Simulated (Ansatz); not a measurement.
Mulliken charges of `[F][SnH]([F])[SiH3]` from PBE/def2-TZVPP in Ansatz (PBE0-D4/def2-TZVP geometry).

```json
{"atom": "F1", "x (Å)": "1.543", "y (Å)": "-1.599", "z (Å)": "1.157", "charge (e)": "-0.445"}
{"atom": "Sn2", "x (Å)": "1.194", "y (Å)": "-0.045", "z (Å)": "0.086", "charge (e)": "1.041"}
{"atom": "F3", "x (Å)": "1.792", "y (Å)": "-0.595", "z (Å)": "-1.652", "charge (e)": "-0.445"}
{"atom": "Si4", "x (Å)": "-1.351", "y (Å)": "0.229", "z (Å)": "-0.045", "charge (e)": "0.006"}
{"atom": "H5", "x (Å)": "2.331", "y (Å)": "1.113", "z (Å)": "0.601", "charge (e)": "-0.114"}
{"atom": "H6", "x (Å)": "-1.855", "y (Å)": "0.539", "z (Å)": "1.315", "charge (e)": "-0.017"}
{"atom": "H7", "x (Å)": "-1.914", "y (Å)": "-1.046", "z (Å)": "-0.545", "charge (e)": "-0.010"}
{"atom": "H8", "x (Å)": "-1.648", "y (Å)": "1.347", "z (Å)": "-0.973", "charge (e)": "-0.017"}
```

Problem. By hand: the dipole of these point charges (1 e Å = 4.8032 D).

Solution. Σ q r = (-0.436, 0.782, 0.241) e Å, of length 0.927 e Å = 4.45 D.

Problem. How does the dipole of the full density compare? (An estimate is asked.)

Solution. The calculation gave: (-0.527, 0.595, 0.166) e Å, 3.90 D; the point charges give 1.14 times that, at 12° from its direction.

Point charges leave out the atoms' own dipoles, such as those of lone pairs, and Mulliken's split depends on the basis, so the close match here is no proof of good charges.
